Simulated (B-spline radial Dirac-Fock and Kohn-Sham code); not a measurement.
**Photoelectron lines of Tc⁶⁺ at 780 eV**

System: Tc⁶⁺, 1s2 2s2 2p6 3s2 3p6 3d10 4s2 4p6 4d1.

The run's input, task.json:

```json
{"items": [{
  "Z": 43,
  "q": 6,
  "cfg": [[1, 0, 2], [2, 0, 2], [2, 1, 6], [3, 0, 2], [3, 1, 6], [3, 2, 10], [4, 0, 2], [4, 1, 6], [4, 2, 1]],
  "A": 97,
  "rrms": 4.4112,
  "do": ["binding", "quiet", "photo"],
  "hv": [34.0, 53.1, 60.2, 92.3, 116.0, 380.0, 780.0, 1400.0, 1870.0, 2150.0, 2160.0, 3250.0, 6050.0, 9810.0, 10100.0, 11200.0, 11900.0, 14900.0, 20000.0, 22700.0, 23600.0, 25300.0, 30000.0, 40700.0]
}]}
```

Launch: `python xray_run.py task.json out`

Method: a relativistic central-field model (Hartree-Slater potential of the initial state, Latter tail, multipole expansion of the photon field, Dirac-Fock thresholds). Computed with a radial B-spline solver. The asymmetry parameter β is from the dipole term alone. Kinetic energies are from the vacuum level. Open shells are spread statistically over j, without multiplet splitting.

The last column is dσ/dΩ = σ/(4π) · [1 − (β/2) P₂(cos θ)] at θ = 0° from the beam of unpolarised light.

| subshell | electrons | binding (eV) | kinetic (eV) | σ (kb) | β | dσ/dΩ (kb/sr) |
| --- | --- | --- | --- | --- | --- | --- |
| M1 (3s) | 2 | 650.7 | 129.3 | 93.3 | 1.99 | ≈ 0 |
| M2 (3p1/2) | 2 | 552.6 | 227.4 | 125 | 1.37 | 3.16 |
| M3 (3p3/2) | 4 | 532.5 | 247.5 | 264 | 1.38 | 6.45 |
| M4 (3d3/2) | 4 | 359.4 | 420.6 | 373 | 1.14 | 12.8 |
| M5 (3d5/2) | 6 | 355.8 | 424.2 | 547 | 1.14 | 18.6 |
| N1 (4s) | 2 | 168.8 | 611.2 | 22.2 | 1.99 | ≈ 0 |
| N2 (4p1/2) | 2 | 135.4 | 644.6 | 24.5 | 1.67 | 0.320 |
| N3 (4p3/2) | 4 | 132.0 | 648.0 | 49.9 | 1.68 | 0.644 |
| N4 (4d3/2) | 0.4 | 87.92 | 692.1 | 4.03 | 1.32 | 0.110 |
| N5 (4d5/2) | 0.6 | 87.50 | 692.5 | 5.93 | 1.31 | 0.162 |

Branching ratios of the spin-orbit partners (statistical value in brackets): 3p 2.11 (2.00), 3d 1.47 (1.50), 4p 2.04 (2.00), 4d 1.47 (1.50).

Run: 3.7 s of CPU time on 1 thread of Intel(R) Xeon(R) Platinum 8259CL CPU @ 2.50GHz (shared host), peak memory 0.42 GiB.
